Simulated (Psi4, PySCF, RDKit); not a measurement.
Relaxed torsion scan: SMILES [GeH3][SiH2][SeH]. Scanned: dihedral Ge1–Si2–Se3–H9; all other coordinates were relaxed at GFN2-xTB. Points at φ and −φ are mirror images. Heavy atoms are numbered in the order of the SMILES [GeH3][SiH2][SeH], hydrogens after them in the order of the atoms that carry them; the mirror image has the same energies with the sign of each dihedral reversed.

Levels: UFF // GFN2-xTB (RDKit); RHF/LANL2DZ = restricted Hartree-Fock/LANL2DZ, with its core potentials past Ne // GFN2-xTB run with PySCF; RKS-B3LYP/6-31G* = restricted B3LYP/6-31G*, spherical d, density fitting // GFN2-xTB (PySCF); MP2/cc-pVTZ = DF-MP2 (frozen core)/cc-pVTZ // GFN2-xTB in Psi4.

Energies relative to the lowest point of each profile, in kcal/mol; the last columns give the difference from MP2:

| φ / ° | UFF | RHF/LANL2DZ | RKS-B3LYP/6-31G* | MP2/cc-pVTZ | UFF − MP2/cc-pVTZ | RHF/LANL2DZ − MP2/cc-pVTZ | RKS-B3LYP/6-31G* − MP2/cc-pVTZ |
|---|---|---|---|---|---|---|---|
| -160 | 0.19 | 0.59 | 0.83 | 0.58 | -0.39 | 0.01 | 0.25 |
| -140 | 0.65 | 0.87 | 1.14 | 1.03 | -0.38 | -0.16 | 0.11 |
| -120 | 1.02 | 0.98 | 1.23 | 1.27 | -0.25 | -0.29 | -0.04 |
| -100 | 1.03 | 0.73 | 0.87 | 1.00 | 0.03 | -0.27 | -0.13 |
| -80 | 0.75 | 0.28 | 0.30 | 0.41 | 0.33 | -0.13 | -0.12 |
| -60 | 0.49 | 0.00 | 0.00 | 0.00 | 0.49 | 0.00 | 0.00 |
| -40 | 0.43 | 0.19 | 0.24 | 0.05 | 0.38 | 0.14 | 0.19 |
| -20 | 0.51 | 0.64 | 0.79 | 0.41 | 0.10 | 0.23 | 0.37 |
| 0 | 0.58 | 0.88 | 1.09 | 0.65 | -0.07 | 0.23 | 0.44 |
| 20 | 0.51 | 0.64 | 0.79 | 0.41 | 0.10 | 0.23 | 0.37 |
| 40 | 0.43 | 0.19 | 0.24 | 0.05 | 0.38 | 0.14 | 0.19 |
| 60 | 0.49 | 0.00 | 0.00 | 0.00 | 0.49 | 0.00 | 0.00 |
| 80 | 0.75 | 0.28 | 0.30 | 0.41 | 0.33 | -0.13 | -0.12 |
| 100 | 1.03 | 0.73 | 0.87 | 1.00 | 0.03 | -0.27 | -0.13 |
| 120 | 1.02 | 0.98 | 1.23 | 1.27 | -0.25 | -0.29 | -0.04 |
| 140 | 0.65 | 0.87 | 1.14 | 1.03 | -0.38 | -0.16 | 0.11 |
| 160 | 0.19 | 0.59 | 0.83 | 0.58 | -0.39 | 0.01 | 0.25 |
| 180 | 0.00 | 0.47 | 0.69 | 0.38 | -0.38 | 0.10 | 0.31 |

UFF is furthest from MP2/cc-pVTZ at -60 (0.49 kcal/mol, above); its mean absolute difference over the points is 0.29 kcal/mol.

RHF/LANL2DZ is furthest from MP2/cc-pVTZ at -120 (-0.29 kcal/mol, below); its mean absolute difference over the points is 0.16 kcal/mol.

RKS-B3LYP/6-31G* is furthest from MP2/cc-pVTZ at 0 (0.44 kcal/mol, above); its mean absolute difference over the points is 0.18 kcal/mol.
